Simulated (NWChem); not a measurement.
# GaSiH$_{5}$; SMILES [SiH3][GaH2]

```xyz
7

Ga     0.0010     0.8217    -0.0020
H     -1.3604     1.6137     0.0130
H      1.3421     1.6463     0.0122
Si     0.0019    -1.5948    -0.0022
H     -0.2862    -2.0798     1.3880
H      1.3136    -2.1795    -0.4234
H     -1.0649    -2.1471    -0.8969
```
Atoms are numbered in this order, from 1.

The geometry was optimised at PBE0/def2-SVP.

Question: List the 4 lowest vertical singlet excitations from BHandHLYP/aug-cc-pVDZ, full TDDFT (NWChem).

Answer: 
| state | energy (eV) | oscillator strength | leading excitation (squared amplitude) |
|---|---|---|---|
| S1 | 4.30 | 0.002 | HOMO → LUMO (0.98) |
| S2 | 5.22 | 0.000 | HOMO−1 → LUMO (0.97) |
| S3 | 6.88 | 0.097 | HOMO → LUMO+1 (0.87) |
| S4 | 7.08 | 0.059 | HOMO → LUMO+5 (0.50) |
